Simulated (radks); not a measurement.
Q: Neutral antimony, 51 electrons, occupied as [Kr] 4d9.5 5s2 5p3.5 (fractional occupations, a model configuration). Calculated with a radial shooting solver on a logarithmic mesh with Libxc functionals: Dirac Kohn-Sham, exchange-only PBE, spin-unpolarised, spherical densities, point nucleus; open shells are shared between the two j in proportion to 2j + 1. Some entries of the table are withheld. Estimate them.

orbital     occ.  eigenvalue (eV)  <r^2> (bohr^2)  r(max) (bohr)
1s1/2          2        -30289.49             (1)        0.01834
2s1/2          2        -4610.507         0.01767         0.1038
2p1/2          2        -4313.506         0.01311        0.07983
2p3/2          4        -4061.657         0.01441        0.08444
3s1/2          2              (2)          0.1248            (3)
3p1/2          2              (4)          0.1197            (5)
3p3/2          4              (6)          0.1280            (7)
3d3/2          4        -524.1110          0.1092         0.2425
3d5/2          6        -514.4501          0.1116         0.2455
4s1/2          2        -151.1201          0.7041         0.7223
4p1/2          2        -109.9917          0.7859            (8)
4p3/2          4        -101.3230          0.8414            (9)
4d3/2        3.8         -36.1585           1.206         0.8381
4d5/2        5.7         -34.8857           1.237         0.8471
5s1/2          2         -12.9197           5.423          1.865
5p1/2    1.16667          -5.0361           9.010          2.212
5p3/2    2.33333          -4.3797           10.06          2.313

A: 
(1) 1s1/2 <r^2> (bohr^2): 0.001094
(2) 3s1/2 eigenvalue (eV): -906.1393
(3) 3s1/2 r(max) (bohr): 0.3001
(4) 3p1/2 eigenvalue (eV): -784.7935
(5) 3p1/2 r(max) (bohr): 0.2865
(6) 3p3/2 eigenvalue (eV): -738.3210
(7) 3p3/2 r(max) (bohr): 0.2969
(8) 4p1/2 r(max) (bohr): 0.7450
(9) 4p3/2 r(max) (bohr): 0.7693
